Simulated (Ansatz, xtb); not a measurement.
**Relative energy of two isomers of C6H3FSe**

We compare a, `C#Cc1cc[se]c1F`, a singlet, with b, `C#Cc1cc(F)c[se]1`, a singlet. Both are isolated molecules in the gas phase, relaxed with r2SCAN-D4/def2-SVP.

Question: Estimate E(b) − E(a) at the level CCSD(T)/def2-SVP + ΔMP2/def2-TZVPP.

Answer: Calculated at CCSD(T)/def2-SVP + ΔMP2/def2-TZVPP: E(b) − E(a) = −20.1 kJ/mol, so structure b lies lower.

Level by level:

```json
{"level": "GFN2-xTB", "geometry": "GFN2-xTB", "E(b) − E(a) (kJ/mol)": "−11.7", "departure from the last row (kJ/mol)": "+8.4", "job, with rough time for the two": "optimisation, 0.21 s"}
{"level": "HF/STO-3G", "geometry": "GFN2-xTB", "E(b) − E(a) (kJ/mol)": "+1.1", "departure from the last row (kJ/mol)": "+21.2", "job, with rough time for the two": "single point, 1 s"}
{"level": "r2SCAN-D4/def2-SVP//GFN2-xTB", "geometry": "GFN2-xTB", "E(b) − E(a) (kJ/mol)": "−23.6", "departure from the last row (kJ/mol)": "−3.5", "job, with rough time for the two": "single point, 9.9 s"}
{"level": "r2SCAN-D4/def2-SVP", "geometry": "r2SCAN-D4/def2-SVP", "E(b) − E(a) (kJ/mol)": "−22.8", "departure from the last row (kJ/mol)": "−2.7", "job, with rough time for the two": "optimisation, 75 s"}
{"level": "HF/def2-SVP", "geometry": "r2SCAN-D4/def2-SVP", "E(b) − E(a) (kJ/mol)": "−18.9", "departure from the last row (kJ/mol)": "+1.3", "job, with rough time for the two": "part of the CCSD(T) run"}
{"level": "MP2/def2-SVP", "geometry": "r2SCAN-D4/def2-SVP", "E(b) − E(a) (kJ/mol)": "−21.8", "departure from the last row (kJ/mol)": "−1.7", "job, with rough time for the two": "part of the CCSD(T) run"}
{"level": "CCSD(T)/def2-SVP", "geometry": "r2SCAN-D4/def2-SVP", "E(b) − E(a) (kJ/mol)": "−17.9", "departure from the last row (kJ/mol)": "+2.2", "job, with rough time for the two": "single point"}
{"level": "CCSD(T)/def2-SVP + ΔMP2/def2-TZVPP", "geometry": "r2SCAN-D4/def2-SVP", "E(b) − E(a) (kJ/mol)": "−20.1", "departure from the last row (kJ/mol)": "", "job, with rough time for the two": "single point, 4.2 min"}
```

As drawn, both hold the same kinds of bond in the same numbers.

HF/STO-3G finds them nearly level. The largest departure from CCSD(T)/def2-SVP + ΔMP2/def2-TZVPP is that of HF/STO-3G, 21.2 kJ/mol. The last row adds to CCSD(T) the change of the MP2 difference between the two basis sets, here −2.2 kJ/mol.

With thermal terms from frequencies at re-optimised GFN2-xTB minima (ideal gas, soft modes damped towards free rotors, one conformer each, 298.15 K, 1 atm): on the last row, ΔE + ΔZPE = −20.6, ΔH = −20.7, ΔG = −20.5 kJ/mol.

The correlated steps freeze 16 core orbitals; the filled d shell of Se is correlated, in a basis made for valence electrons. Codes used: Ansatz 0.2.0, xtb 6.7.1; the last row on 2 threads of Arm Neoverse V1 on a shared host.
